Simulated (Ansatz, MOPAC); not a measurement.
Species: SiCl2 (charge 0, singlet). SMILES: Cl[Si]Cl

Atoms: Si1, Cl2, Cl3. Bonds: Si1-Cl2, Si1-Cl3.

Bond lengths (Å) and angles (degrees) optimised at AM1 with MOPAC; PM3 with MOPAC; PBE/6-31G* with Ansatz (an electronic-structure program); MP2/6-31G* with Ansatz, each started from the B3LYP-D3(BJ)/def2-TZVP structure (Ansatz) of the last column. A row stands for all coordinates that are equal there. 6-31G* holds six Cartesian d functions. No wavenumbers were computed at PBE/6-31G*, MP2/6-31G*, so these may be saddle points.

```
coordinate     AM1    PM3  PBE/6-31G*  MP2/6-31G*  B3LYP-D3(BJ)/def2-TZVP
-----------  -----  -----  ----------  ----------  ----------------------
Si1-Cl2      2.027  2.000       2.114       2.075                   2.094
Cl2-Si1-Cl3  104.4  101.9       102.4       101.7                   101.7
```

Mean signed difference of all 2 bond lengths from B3LYP-D3(BJ)/def2-TZVP: AM1 -0.066 Å, PM3 -0.094 Å, PBE/6-31G* 0.020 Å, MP2/6-31G* -0.019 Å.
